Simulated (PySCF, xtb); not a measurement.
C₄H₇NSi, SMILES CC1[SiH2]C=NC=1.

Harmonic wavenumbers (cm⁻¹) from GFN2-xTB (xtb) at its own minimum, in rising order: 113, 193, 274, 284, 344, 456, 507, 555, 585, 619, 660, 747, 789, 812, 871, 999, 1018, 1073, 1179, 1238, 1274, 1399, 1477, 1480, 1559, 1628, 2282, 2286, 2991, 3006, 3017, 3055, 3060.

What does PBE-D3(BJ)/def2-SVP run with PySCF give at its own minimum? (Estimate from the structure and the level; the computed values follow.)

151, 198, 263, 269, 337, 455, 555, 585, 620, 647, 663, 812, 819, 888, 892, 961, 999, 1046, 1179, 1241, 1264, 1341, 1396, 1403, 1529, 1581, 2153, 2160, 2952, 3023, 3049, 3062, 3080. Paired by order, the mean absolute difference is 36 cm⁻¹ and the zero-point energies are 59.8 and 59.4 kcal/mol.
